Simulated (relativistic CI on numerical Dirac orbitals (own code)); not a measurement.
## Energy levels of Er LXVII

Method of calculation: Dirac-Coulomb-Breit CI, separate exchange-only KLI orbitals for each configuration, model QED (radiative potential, 1s self-energy scaled to tabulated hydrogen-like ionisation energies), unscaled Slater integrals (own radial code, finite nucleus).

CI space: 1s², 1s2s, 1s2p, 1s3s, 1s3p, 1s3d, 1s4s, 1s4p, 1s4d, 1s4f, 1s5s, 1s5p, 1s5d, 1s5f, 1s5g, 1s6s, 1s6p, 1s6d, 2s². Levels of other configurations are missing.

| No. | Configuration | Term | J | E (10³ cm⁻¹) | % | Landé g | Lifetime (s) |
| --- | --- | --- | --- | --- | --- | --- | --- |
| 1 | 1s² | ¹S | 0 | 0 | 100 |  |  |
| 2 | 1s2s | ³S | 1 | 396222 | 100 | 1.893 | 2.33e-13 |
| 3 | 1s2p | ³P° | 1 | 397057 | 68 | 1.232 | 1.18e-16 |
| 4 | 1s2s | ¹S | 0 | 397259 | 100 |  |  |
| 5 | 1s2p | ³P° | 0 | 397267 | 100 |  |  |
| 6 | 1s2p | ³P° | 2 | 405737 | 100 | 1.433 | 4.97e-14 |
| 7 | 1s2p | ¹P° | 1 | 406104 | 68 | 1.163 | 6.11e-17 |
| 8 | 1s3s | ³S | 1 | 472318 | 100 | 1.905 | 4.69e-15 |
| 9 | 1s3p | ³P° | 1 | 472542 | 68 | 1.244 | 3.78e-16 |
| 10 | 1s3s | ¹S | 0 | 472594 | 100 |  | 4.85e-15 |
| 11 | 1s3p | ³P° | 0 | 472597 | 100 |  | 1.85e-15 |
| 12 | 1s3p | ³P° | 2 | 475125 | 100 | 1.446 | 2.41e-15 |
| 13 | 1s3d | ³D | 2 | 475202 | 60 | 1.046 | 6.83e-16 |
| 14 | 1s3d | ³D | 1 | 475227 | 100 | 0.525 | 7.03e-16 |
| 15 | 1s3p | ¹P° | 1 | 475233 | 68 | 1.186 | 2.00e-16 |
| 16 | 1s3d | ³D | 3 | 475963 | 100 | 1.293 | 7.69e-16 |
| 17 | 1s3d | ¹D | 2 | 475983 | 60 | 1.080 | 7.42e-16 |
| 18 | 1s4s | ³S | 1 | 498481 | 100 | 1.909 | 7.03e-15 |
| 19 | 1s4p | ³P° | 1 | 498572 | 68 | 1.248 | 8.78e-16 |
| 20 | 1s4s | ¹S | 0 | 498593 | 100 |  | 7.10e-15 |
| 21 | 1s4p | ³P° | 0 | 498594 | 100 |  | 3.20e-15 |
| 22 | 1s4p | ³P° | 2 | 499655 | 100 | 1.451 | 4.00e-15 |
| 23 | 1s4d | ³D | 2 | 499688 | 60 | 1.050 | 1.56e-15 |
| 24 | 1s4d | ³D | 1 | 499698 | 100 | 0.533 | 1.61e-15 |
| 25 | 1s4p | ¹P° | 1 | 499701 | 68 | 1.194 | 4.68e-16 |
| 26 | 1s4d | ³D | 3 | 500010 | 100 | 1.298 | 1.78e-15 |
| 27 | 1s4f | ³F° | 3 | 500012 | 57 | 1.012 | 3.43e-15 |
| 28 | 1s4f | ³F° | 2 | 500017 | 100 | 0.686 | 3.43e-15 |
| 29 | 1s4d | ¹D | 2 | 500019 | 60 | 1.087 | 1.70e-15 |
| 30 | 1s4f | ³F° | 4 | 500169 | 100 | 1.222 | 3.53e-15 |

Energies count from the lowest computed level; ° marks odd parity; lifetimes are radiative, by E1, M1, E2, M2 decay to levels of this space only; some are left blank where a channel outside the calculation adds to the decay or the decay crosses a small, uncertain gap.

The mean weight of the leading LS term, summed over parents, in these 30 levels is 87 %, and that of the leading jj configuration (from the same eigenvectors) 100 %, so jj coupling describes them better and the LS labels are nominal.

At this charge energies of transitions that change n are usually good to better than 1 %, and those within a shell (Δn = 0) to a few per cent.

LS names give the leading component of a level, which can be under half, so a name can repeat, a term be missing and a line seem to break the LS rules.
